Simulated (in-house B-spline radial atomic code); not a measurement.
Ionisation energies along the 26-electron series, configuration [Ar] 3d8, as differences of self-consistent energies. Dirac energy differences include first-order Breit, QED and recoil terms. NIST's values go from ground level to ground level; the uncertainty of those that are theory runs from under 0.1 % in few-electron ions to several per cent in heavy many-electron ones. Computed with a B-spline radial code for spherical atoms: Dirac-Hartree-Fock, average of the configuration, finite nuclei.

```tsv
ion	configuration after	ionisation energy (eV)	IE/(q+1)² (eV)	Breit and QED recoil part (eV)	tabulated value (eV)	tabulated kind	computed minus tabulated (eV)
Co+	[Ar] 3d7	15.88	3.9688	0.0071572	17.0844	measured	-1.21
Ni2+	[Ar] 3d7	?	?	?	?	measured	?
Cu3+	[Ar] 3d7	57.09	3.5683	0.010733	57.38	semi-empirical	-0.29
Zn4+	[Ar] 3d7	?	?	?	?	semi-empirical	?
Ga5+	[Ar] 3d7	112.98	3.1383	0.0073045	112.7	tabulated theory	0.28
Ge6+	[Ar] 3d7	145.98	2.9792	0.0029872	144.9	tabulated theory	1.08
As7+	[Ar] 3d7	182.25	2.8477	-0.0031401	180	tabulated theory	2.25
Se8+	[Ar] 3d7	221.74	2.7375	-0.011176	219	tabulated theory	2.74
```

**Question.** Fill in the row of Ni2+.

**Answer.** ionisation energy (eV): 34.50; IE/(q+1)² (eV): 3.8337; Breit and QED recoil part (eV): 0.0098653; tabulated value (eV): 35.187; computed minus tabulated (eV): -0.68.

**Question.** Fill in the row of Zn4+.

**Answer.** ionisation energy (eV): 83.31; IE/(q+1)² (eV): 3.3325; Breit and QED recoil part (eV): 0.0098791; tabulated value (eV): 82.6; computed minus tabulated (eV): 0.71.

Where a p, d or f electron is removed, the computed value is a mean over both j, so it misses the tabulated one by a part of the spin-orbit splitting; averaging over terms and missing correlation add to the gap, relatively most at low charge.
